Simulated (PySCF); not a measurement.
Method: B3LYP-D3(BJ)/def2-TZVP // B3LYP-D3(BJ)/def2-SVP (PySCF 2.14.0). Gas-phase values, no solvent. One relaxed conformer stands for a flexible species; it need not be the lowest. B3LYP has the VWN-RPA correlation part, as in Gaussian. Delta-SCF ions had no search for a lower state. Excitations are Tamm–Dancoff values on a coarser integration grid. The basis has no diffuse functions, so Rydberg states are missing or too high.

Reference species (SMILES): `Fc1c(B)ccs1` (neutral, multiplicity 1).

```json
{
 "vertical ionisation energy (Delta-SCF)": "9.03 eV",
 "HOMO–LUMO gap": "4.74 eV",
 "HOMO": "-6.91 eV",
 "T1 excitation (TDA)": "3.12 eV"
}
```

Changed species: `Bc1csc(F)c1`.

Problem. Predict the effect on the vertical ionisation energy (Delta-SCF), HOMO–LUMO gap, HOMO and T1 excitation (TDA).

Solution. the vertical ionisation energy (Delta-SCF) hardly moves; the HOMO–LUMO gap decreases by 0.08 eV, to 4.66 eV; the HOMO is nearly the same; the T1 excitation (TDA) decreases by 0.11 eV, to 3.01 eV.
